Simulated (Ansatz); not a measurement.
Cost and result for the atomization energy of `Cl[SiH]1[BH][GeH2]1` (8 atoms, 8 bonds).

The species carries charge 0 and has multiplicity 1. Correlated methods include outer-core shells of Ge, which these sets cover unevenly. Scalar relativity is left out up to krypton. Geometry: relaxed with PBE0-D4/def2-TZVP. Program: Ansatz. All runs use 4 threads of an Arm Neoverse V2 on a shared host. Times are those of one run each, without the atoms' runs, and a repeat can differ threefold. Electronic energies, without spin–orbit coupling; frozen cores. CCSD(T)/CBS adds CCSD(T) − MP2 in def2-TZVPP to the MP2 limit, and its time is that of the two runs behind it. T1 = 0.013; the RHF reference is unstable towards UHF. With those shells the extrapolation isn't a true limit. HSE06 is the plane-wave form, built on full-range PBE exchange.

CCSD(T)/CBS is a level of theory with its own doubt, some kJ/mol a heavy atom from the limit and from the frozen cores, so smaller differences don't rank the functionals.

| level | functions | wall time | atomization (kcal/mol) | difference from CCSD(T)/CBS | per bond |
| --- | --- | --- | --- | --- | --- |
| LDA (SPW92)/def2-TZVPP | 219 | 1.3 s | 630.2 | 80.8 | 10.1 |
| BLYP-D4/def2-TZVPP | 219 | 2.2 s | 544.4 | -5.0 | -0.6 |
| BHLYP-D4/def2-TZVPP | 219 | 3.6 s | 535.3 | -14.1 | -1.8 |
| HSE06-D4/def2-TZVPP | 219 | 3.6 s | 551.1 | 1.7 | 0.2 |
| CAM-B3LYP-D4/def2-TZVPP | 219 | 3.9 s | 545.2 | -4.2 | -0.5 |
| CCSD(T)/def2-SVP | 102 | 4.1 s | 509.3 | -40.1 | -5.0 |
| r2SCAN-D4/def2-TZVPP (with forces) | 219 | 5.5 s | 558.1 | 8.7 | 1.1 |
| B2PLYP/def2-TZVPP | 219 | 5.5 s | 540.8 | -8.6 | -1.1 |
| PBE-QIDH/def2-TZVPP | 219 | 7 s | 547.9 | -1.5 | -0.2 |
| ωB97M-V/def2-TZVPP (with forces) | 219 | 12 s | 547.8 | -1.6 | -0.2 |
| MP2/def2-QZVPP | 406 | 22 s | 550.2 | 0.8 | 0.1 |
| CCSD(T)/def2-TZVPP | 219 | 91 s | 535.6 | -13.8 | -1.7 |
| CCSD(T)/CBS(def2) | – | 110 s | 549.4 | 0.0 | 0.0 |

Leaving LDA and LC-ωPBE aside and taking each functional with its dispersion term where it has one, the values, not all of them listed here, spread over 28.0 kcal/mol, from BHLYP-D4 to B97M-V. LDA lies +77.3 kcal/mol from PBE without D4, its usual overbinding. In def2-TZVPP, CCSD(T) changes the Hartree–Fock value by +139.1 kcal/mol (the triples alone add +11.6 kcal/mol) and MP2 by +145.6 kcal/mol; breaking electron pairs costs correlation energy, which Hartree–Fock lacks. The D4 term adds +8.4 kcal/mol with B3LYP and +4.4 kcal/mol with PBE0; it sums over pairs of atoms, weighted by their polarisabilities, and B3LYP, whose exchange is more repulsive, gets the larger term.

B3LYP here is the variant with VWN-RPA as its local correlation; programs differ in this.

For some Ge, Se and Sn compounds the MP2-based and the directly extrapolated limit differ by 10 to 25 kJ/mol.
